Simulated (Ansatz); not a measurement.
The cluster TeAu₂⁺. Total charge 1; doublet. Geometry PBE0-D4/def2-TZVP.

Cartesian coordinates in Å:
```
Au -0.7373 -0.1153 1.7595
Au 0.2841 -0.9271 -1.6470
Te 0.4531 1.0424 -0.1125
```

In the def2 sets Au, Te take a core potential; there is no spin–orbit coupling. The structure comes from a short search, and lower isomers may exist.

Q: Estimate the α-spin orbital energies around the gap (eV) in Ansatz with PBE-D4/def2-TZVP, B97M-V/def2-TZVP, r2SCANh-D4/def2-TZVP, PBE0-D4/def2-SVP, PBE0-D4/def2-TZVP.

A: 
```json
{"orbital": "HOMO−9", "PBE-D4/def2-TZVP": "-13.29", "B97M-V/def2-TZVP": "-13.45", "r2SCANh-D4/def2-TZVP": "-14.08", "PBE0-D4/def2-SVP": "-14.82", "PBE0-D4/def2-TZVP": "-14.76"}
{"orbital": "HOMO−8", "PBE-D4/def2-TZVP": "-13.28", "B97M-V/def2-TZVP": "-13.44", "r2SCANh-D4/def2-TZVP": "-14.07", "PBE0-D4/def2-SVP": "-14.78", "PBE0-D4/def2-TZVP": "-14.73"}
{"orbital": "HOMO−7", "PBE-D4/def2-TZVP": "-13.09", "B97M-V/def2-TZVP": "-13.26", "r2SCANh-D4/def2-TZVP": "-13.88", "PBE0-D4/def2-SVP": "-14.60", "PBE0-D4/def2-TZVP": "-14.54"}
{"orbital": "HOMO−6", "PBE-D4/def2-TZVP": "-12.64", "B97M-V/def2-TZVP": "-12.88", "r2SCANh-D4/def2-TZVP": "-13.50", "PBE0-D4/def2-SVP": "-14.25", "PBE0-D4/def2-TZVP": "-14.19"}
{"orbital": "HOMO−5", "PBE-D4/def2-TZVP": "-12.63", "B97M-V/def2-TZVP": "-12.87", "r2SCANh-D4/def2-TZVP": "-13.49", "PBE0-D4/def2-SVP": "-14.24", "PBE0-D4/def2-TZVP": "-14.19"}
{"orbital": "HOMO−4", "PBE-D4/def2-TZVP": "-12.53", "B97M-V/def2-TZVP": "-12.77", "r2SCANh-D4/def2-TZVP": "-13.39", "PBE0-D4/def2-SVP": "-14.13", "PBE0-D4/def2-TZVP": "-14.08"}
{"orbital": "HOMO−3", "PBE-D4/def2-TZVP": "-12.53", "B97M-V/def2-TZVP": "-12.77", "r2SCANh-D4/def2-TZVP": "-13.39", "PBE0-D4/def2-SVP": "-14.13", "PBE0-D4/def2-TZVP": "-14.07"}
{"orbital": "HOMO−2", "PBE-D4/def2-TZVP": "-11.92", "B97M-V/def2-TZVP": "-11.83", "r2SCANh-D4/def2-TZVP": "-12.41", "PBE0-D4/def2-SVP": "-12.90", "PBE0-D4/def2-TZVP": "-12.81"}
{"orbital": "HOMO−1", "PBE-D4/def2-TZVP": "-11.70", "B97M-V/def2-TZVP": "-11.64", "r2SCANh-D4/def2-TZVP": "-12.23", "PBE0-D4/def2-SVP": "-12.75", "PBE0-D4/def2-TZVP": "-12.66"}
{"orbital": "HOMO", "PBE-D4/def2-TZVP": "-11.36", "B97M-V/def2-TZVP": "-11.49", "r2SCANh-D4/def2-TZVP": "-12.07", "PBE0-D4/def2-SVP": "-12.49", "PBE0-D4/def2-TZVP": "-12.43"}
{"orbital": "LUMO", "PBE-D4/def2-TZVP": "-8.84", "B97M-V/def2-TZVP": "-8.53", "r2SCANh-D4/def2-TZVP": "-8.26", "PBE0-D4/def2-SVP": "-7.89", "PBE0-D4/def2-TZVP": "-7.86"}
{"orbital": "LUMO+1", "PBE-D4/def2-TZVP": "-8.72", "B97M-V/def2-TZVP": "-8.36", "r2SCANh-D4/def2-TZVP": "-8.14", "PBE0-D4/def2-SVP": "-7.73", "PBE0-D4/def2-TZVP": "-7.72"}
{"orbital": "LUMO+2", "PBE-D4/def2-TZVP": "-5.33", "B97M-V/def2-TZVP": "-5.23", "r2SCANh-D4/def2-TZVP": "-4.76", "PBE0-D4/def2-SVP": "-4.61", "PBE0-D4/def2-TZVP": "-4.65"}
{"orbital": "LUMO+3", "PBE-D4/def2-TZVP": "-4.78", "B97M-V/def2-TZVP": "-4.70", "r2SCANh-D4/def2-TZVP": "-4.18", "PBE0-D4/def2-SVP": "-4.06", "PBE0-D4/def2-TZVP": "-4.13"}
{"orbital": "LUMO+4", "PBE-D4/def2-TZVP": "-4.62", "B97M-V/def2-TZVP": "-4.48", "r2SCANh-D4/def2-TZVP": "-4.00", "PBE0-D4/def2-SVP": "-3.84", "PBE0-D4/def2-TZVP": "-3.93"}
{"orbital": "LUMO+5", "PBE-D4/def2-TZVP": "-3.67", "B97M-V/def2-TZVP": "-3.52", "r2SCANh-D4/def2-TZVP": "-2.97", "PBE0-D4/def2-SVP": "-2.79", "PBE0-D4/def2-TZVP": "-2.97"}
{"orbital": "β HOMO", "PBE-D4/def2-TZVP": "-11.62", "B97M-V/def2-TZVP": "-11.54", "r2SCANh-D4/def2-TZVP": "-12.17", "PBE0-D4/def2-SVP": "-12.64", "PBE0-D4/def2-TZVP": "-12.55"}
{"orbital": "β LUMO", "PBE-D4/def2-TZVP": "-10.36", "B97M-V/def2-TZVP": "-10.09", "r2SCANh-D4/def2-TZVP": "-9.68", "PBE0-D4/def2-SVP": "-9.47", "PBE0-D4/def2-TZVP": "-9.35"}
```
